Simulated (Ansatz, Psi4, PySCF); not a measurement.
System: H2BO2, charge 0, multiplicity 2. SMILES: O[B]O
Geometry from a B3LYP-D3(BJ)/def2-TZVP (Ansatz, a first-principles code) optimisation:
```
B
O 1 1.3477
H 2 0.9710 1 116.96
O 1 1.3477 2 129.88 3 0.00
H 4 0.9710 1 116.96 2 0.00
```
Charge 0, spin multiplicity 2.

M06-2X/6-31G* (5d) beside other levels, property by property. Terms: no spin-orbit coupling; 6-31G* and kin with 6d, 5d where marked; atomisation electronic, to ground-state atoms; valence correlation only; non-relativistic; dispersion terms only where a functional's name holds one; each state is the SCF solution reached for its charge and spin; UHF or UKS for open shells. Basis-set limits of correlation are two-point, X^-3; Hartree-Fock from the larger set. The bracket is a focal-point correction in the basis named. First-principles rows: single points at B3LYP-D3(BJ) geometries (Ansatz), with unscaled harmonic terms from B3LYP/6-31G* at its own minima, enthalpies of formation by atomisation with measured atoms.

Coupled cluster (Ansatz) is a level with limits of its own, used here on species with T1 under 0.025 (0.045 for open shells) and stable references: RI-MP2/CBS(aug-cc-pVTZ,aug-cc-pVQZ)+[CCSD(T)-MP2]/aug-cc-pVTZ.

| property | M06-2X/6-31G* (5d) (PySCF) | wB97X-D/6-31G* (Psi4) | PBE/def2-TZVPD (Ansatz) | wB97X-V/def2-TZVPD (Ansatz) | to compare with |
|---|---|---|---|---|---|
| atomisation energy (kcal/mol) | 464.6 | 458.6 | 484.6 | 465.8 | 468.9 coupled cluster |
| vertical ionisation energy to the singlet (eV) | 8.52 | 8.42 | 8.74 | 8.64 | 8.78 coupled cluster |
| enthalpy of formation at 298 K (kcal/mol) | -89.8 | -83.9 | -109.8 | -91.1 | -94.2 coupled cluster |

As the rows show:
- atomisation energy: M06-2X/6-31G* (5d) lies 4.3 kcal/mol below coupled cluster.
- vertical ionisation energy to the singlet: M06-2X/6-31G* (5d) lies 0.26 eV below coupled cluster.
- enthalpy of formation at 298 K: M06-2X/6-31G* (5d) lies 4.4 kcal/mol above coupled cluster.

The properties are those with a value to compare with, at most eight drawn at random. No case is left out for the size of its miss. Left out are saddle points of the reference geometry, anions that the best level run finds unbound, excited spin states, species near biochemistry, cases with under five habitual levels, runs that failed or whose electronic state is in doubt, and table entries that another table contradicts.
